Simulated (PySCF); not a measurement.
CH4BrIn. Atoms are numbered in the order given.

```xyz
7

In    -0.3148    -0.8067    -0.0472
H     -1.5895    -1.2864    -1.0955
Br     0.2266     1.6383    -0.2837
C      0.9327    -1.7824     1.4009
H      1.1600    -1.0774     2.2121
H      1.8762    -2.0728     0.9145
H      0.4480    -2.6811     1.8062
```

Geometry optimised at PBE0-D3(BJ)/def2-SVP. The structure was generated by enumeration; whether it is a known compound was not checked. The def2 effective core potentials stand for the cores of In; spin–orbit coupling is left out.

Calculation: PySCF with PBE/def2-TZVPD.

The total energy comes out as -2804.41519 hartree. The highest occupied level is -6.40 eV and the lowest empty level is -2.42 eV. The orbital gap is 3.98 eV. The dipole moment comes out as 3.29 D and the quadrupole, principal values (traceless, Buckingham form, about the centre of nuclear charge) is -3.13, -1.44, 4.57 D·Å. The mean static polarisability is 79.0 bohr³ (11.71 Å³). The polarisability, principal values comes out as 58.1, 81.3, 97.7 bohr³.
